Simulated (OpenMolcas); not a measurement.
# neutral cobalt: effect of the active space

```json
{
 "Program": "OpenMolcas 26.06",
 "Method": "SS-CASPT2 or its RAS form, IPEA 0.25 Eh, imaginary shift 0.1 Eh",
 "Basis": "ANO-RCC-VTZP",
 "Scalar Hamiltonian": "DKH2, point nucleus",
 "Spin-orbit coupling": "RASSI with atomic mean-field integrals over the reference wave functions, term energies averaged over their components"
}
```

A. 7 electrons in 5 orbitals (3d); 2S+1 = 4 even, 10 roots; 2S+1 = 2 even, 40 roots (35 in the spin-orbit step); closed shells correlated: 3s 3p 4s; CASPT2 step of the order of 6 core-seconds
B. 9 electrons in 6 orbitals (3d 4s); 2S+1 = 4 even, 20 roots; 2S+1 = 2 even, 40 roots kept (CI in the orbitals of an earlier block); closed shells correlated: 3s 3p; CASPT2 step roughly 13 core-seconds
C. 9 electrons in 9 orbitals (RAS2 3d 4s; RAS3 4p, at most 2 electrons); 2S+1 = 4 even, 20 roots; 2S+1 = 2 even, 40 roots kept (CI in the orbitals of an earlier block); 2S+1 = 4 odd, 39 roots; 2S+1 = 6 odd, 30 roots kept (CI in the orbitals of an earlier block); 2S+1 = 2 odd, 21 roots kept (CI in the orbitals of an earlier block); closed shells correlated: 3s 3p; CASPT2 step of the order of 4 core-minutes

Energies in cm-1 above 3d7 4s2 4F 9/2, the measured ground level; measured values from NIST Handbook of Basic Atomic Spectroscopic Data.

```tsv
Level	A	B	C	Measured
3d7 4s2 4F 9/2	0.0	0.0	0.0	0.0
3d7 4s2 4F 7/2	831	774	773	816
3d7 4s2 4F 5/2	1440	1341	1340	1407
3d7 4s2 4F 3/2	1855	1728	1727	1809
3d7 4s2 4P 5/2	14830	15160	14900	13795
3d7 4s2 4P 3/2	15110	15360	15110	14036
3d7 4s2 4P 1/2	15490	15750	15500	14399
3d7 4s2 2G 9/2	15720	16590	16450	
3d7 4s2 2G 7/2	16510	17330	17190	
3d7 4s2 2P 3/2	20770	19390	19370	
3d7 4s2 2H 11/2	21230	22590	22550	
3d7 4s2 2P 1/2	21770	20040	19990	
3d7 4s2 2H 9/2	21930	23230	23190	
3d7 4s2 2D 5/2	22050	22340	22570	
3d7 4s2 2D 3/2	23450	23320	23600
```

Deviations, from unrounded energies. A percentage is the sum of absolute deviations over the sum of measured energies, with the sign that they share, or ± where signs differ.

```csv
Against measurement,Levels,A,B,C
mean absolute deviation (cm-1),6,550,710,580
fine structure of the ground term (%),3,+2.3,-4.7,-4.8
other terms of the ground configuration (%),3,+7.6,+9.6,+7.8
```

A, C lie about equally close to measurement and B furthest from it. The largest miss of A in the table is 3d7 4s2 4P 1/2, by +1100 cm-1. The ranking rests on the paired levels alone, and a cruder setting can come out closer through cancelling errors.

The spin-orbit steps hold different terms of 3d7 4s2 (B lacks 2F; C lacks 2F), which shifts levels as well.

The two smallest mean deviations differ by little beside CASPT2's spread within terms, so their order carries little weight.

Among A to C the level of the table that moves most is 3d7 4s2 2P 1/2, by 1800 cm-1 (lowest in C, highest in A). Moves below CASPT2's spread within the term are not significant.

Term energies are means over components that CASPT2 splits; among the terms shown or strongly mixed into the levels shown the widest spread is 1400 cm-1 (3d7 4s2 4F, C). The CASPT2 spread within a term exceeds the gap to the next term for 3d7 4s2 2P and 3d7 4s2 2H, 3d7 4s2 2H and 3d7 4s2 2D, so the order of their levels is uncertain (figures for A; the like holds for B, C). Some high roots are left out of the spin-orbit mixing, which shifts the levels that they would mix with (holds for A). With the s shell closed, the reference lacks s² → p², s² → d² and s → d mixing, so excited terms can stand far too high and out of order, with CASPT2 too (holds for A). Terms from blocks run as CI alone lack orbitals of their own (holds for B; C). Computed and measured levels are paired by configuration, term and J; levels that our copy of the source lacks, or whose pairing is in doubt (as where it misses far off the trend of its configuration), stay unpaired and out of the deviations. Levels of configurations outside the active space are missing. Levels that lie high or do not pair safely by name in every column are left out.
